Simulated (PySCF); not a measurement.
## How the method changes the constants of RbO

State: ²Σ⁺ (doublet), unpaired electrons σ ↑. Set-up: basis Rb def2-TZVPP with ECP28, O def2-TZVPP; scalar-relativistic core potentials; PySCF 2.14. De refers to Rb + O in their high-spin ground configurations, without counterpoise correction. The functionals are run spin-unrestricted. A positive dipole means Rb(−)O(+).

```
      Level  Re (Å)  ωe (cm⁻¹)  De (eV)  μ (D)
        UHF   2.375        370     0.84  -9.55
    UHF-MP2   2.340        378     2.49    n/a
UHF-SCS-MP2   2.350        375     2.49    n/a
   UHF-CCSD   2.340        380     2.28    n/a
UHF-CCSD(T)   2.339        379     2.38    n/a
        PBE   2.335        364     2.82  -8.70
       PW91   2.332        367     2.88  -8.67
     r²SCAN   2.337        375     2.77  -8.96
    r²SCANh   2.333        379     2.67  -8.99
       PBE0   2.325        377     2.54  -8.89
    r²SCAN0   2.327        383     2.52  -9.03
    ωB97M-V   2.345        376     2.78  -9.07
     B2PLYP   2.342        374     2.57  -9.16
```

(1) Which functional lies closest to UHF-CCSD(T) in De, which farthest, and by how much do they differ from it?

(2) What does a quarter of exact exchange do here, going from r²SCAN to r²SCAN0?

(3) What does second-order correlation do here, going from UHF to UHF-MP2?

Correlated steps freeze 1 core orbital. Spin–orbit coupling is left out. B2PLYP dipoles, levels and charges come from its SCF part alone. The state was picked by a PBE0 search and need not be the measured ground state.

The whole job (state search and all levels along the bond) took about 4.6 min on 1 thread of AMD EPYC 9R14 (shared host), peak memory 1.8 GiB.

## Answers

(1) Closest is r²SCAN0 (-1.2 pm in Re, +1.1 % in ωe, +0.14 eV in De against UHF-CCSD(T) in the same basis), farthest PW91 (-0.7 pm in Re, -3.2 % in ωe, +0.50 eV in De). CCSD(T) converges more slowly with the basis than the functionals do and binds too weakly in this one, so the order can change at the basis-set limit.

(2) r²SCAN0 less r²SCAN: -1.0 pm in Re, +2.1 % in ωe, -0.25 eV in De. Exact exchange removes part of the self-interaction that spreads semilocal densities, and in most molecules shortens and stiffens the bond and lowers De; so it does here.

(3) UHF-MP2 less UHF: -3.5 pm in Re, +2.2 % in ωe, +1.65 eV in De. Correlation nearly always deepens the well. The bond shortens, as in weak, metallic or heavy-atom bonds, where dispersion and the correlation of outer-core electrons pull the atoms together.
